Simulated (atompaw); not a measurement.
**What the settings do to the PAW (atompaw) potential of Cr**

Base potential:

| Property | Result |
| --- | --- |
| Element | chromium (Cr) |
| Generator | atompaw 4.2.0.5 |
| Type | PAW |
| Functional | PBEsol |
| Relativity | scalar-relativistic |
| Frozen core | [Ar] |
| Valence charge | 6 |
| Reference configuration | 3d5 4s0.5 4p0 (charge +0.5) |
| Partial waves | 4s (bound): rc 3.00 bohr; 4s channel at 0.4 Ry: rc 3.00 bohr; 4p (bound, empty): rc 3.00 bohr; 4p channel at 3.1 Ry: rc 2.50 bohr; 3d (bound): rc 1.30 bohr; 3d channel at 1.95 Ry: rc 1.30 bohr |
| Local potential | troulliermartins scheme with l = 3 at 0 Ry, radius 2.45 bohr |
| Core correction | smooth core density matched at 1.80 bohr |
| Augmentation charge | sinc compensation charge, radius 2.80 bohr; PAW radius 3.00 bohr; waves and projectors: custom polynom2 7 10 vanderbiltortho |

All-electron outer shells of the reference configuration (PBEsol, scalar-relativistic, ld1.x):

```csv
shell,level (eV),outermost node (bohr),outermost maximum (bohr)
3p,-48.64,0.33,0.80
4s,-6.85,1.12,2.68
3d,-6.21,–,0.84
4p,-3.30,1.24,3.48
```

Cutoffs, loose and tight: the cutoffs (Ry, on a coarse ladder) from which the occupation-weighted sum of valence levels, in a spherical-Bessel basis at the reference potential, stays within 10 and 1 mRy of its value at 400 Ry. They see the waves, projectors and local potential, not the compensation charge or the core. A dash means not determined.

A true bound ghost makes a file unfit for plane-wave use even where its test errors are small: the radial tests pick states by their node count and pass the ghost by.

```tsv
change	outcome	cutoff, loose	cutoff, tight	bound ghosts
base	generated	300 Ry	over 300 Ry	none
core [Ne], valence charge 14; reference 3s2 3p6 3d5 4s1 4p0; waves now 3s (bound): rc 1.60 bohr; 4s (bound): rc 1.40 bohr; 3p (bound): rc 1.65 bohr; 4p (bound): rc 1.45 bohr; 3d (bound): rc 2.40 bohr; 3d channel at 1.75 Ry: rc 2.40 bohr; local potential troulliermartins scheme with l = 3 at 0 Ry, radius 1.90 bohr; core correction smooth core density matched at 1.20 bohr; augmentation sinc compensation charge, radius 2.30 bohr; PAW radius 2.40 bohr; waves and projectors: custom polynom2 7 10 vanderbiltortho	generated	25 Ry	110 Ry	s
functional PBE	generated	300 Ry	over 300 Ry	none
wave 4s channel at 0.4 Ry: rc 3.00 bohr becomes 4s channel at 0.4 Ry: rc 2.30 bohr	generated	300 Ry	over 300 Ry	none
augmentation sinc compensation charge, radius 1.42 bohr; PAW radius 3.00 bohr; waves and projectors: custom polynom2 7 10 vanderbiltortho	generated	300 Ry	over 300 Ry	none
reference 3d5 4s0.5 4p0.5	generated	300 Ry	over 300 Ry	none
local potential troulliermartins scheme with l = 3 at 0 Ry, radius 1.38 bohr	generated	300 Ry	over 300 Ry	s
```

Problem. What comes out with this change to the base: waves 4s (bound); 4s channel at 0.4 Ry; 4p (bound); 4p channel at 3.1 Ry; 3d (bound); 3d channel at 1.95 Ry; augmentation sinc compensation charge, radius 2.80 bohr; PAW radius 3.00 bohr; waves and projectors: bloechl?

Solution. outcome: generated; cutoff, loose: 25 Ry; cutoff, tight: 30 Ry; bound ghosts: s.

Problem. What comes out with this change to the base: all radii scaled by about 1.25 (s 3.76, p 3.76, d 1.64 bohr); local potential troulliermartins scheme with l = 3 at 0 Ry, radius 3.08 bohr; augmentation sinc compensation charge, radius 3.52 bohr; PAW radius 3.76 bohr; waves and projectors: custom polynom2 7 10 vanderbiltortho; core correction smooth core density matched at 2.26 bohr?

Solution. outcome: generated; cutoff, loose: 30 Ry; cutoff, tight: 200 Ry; bound ghosts: none.
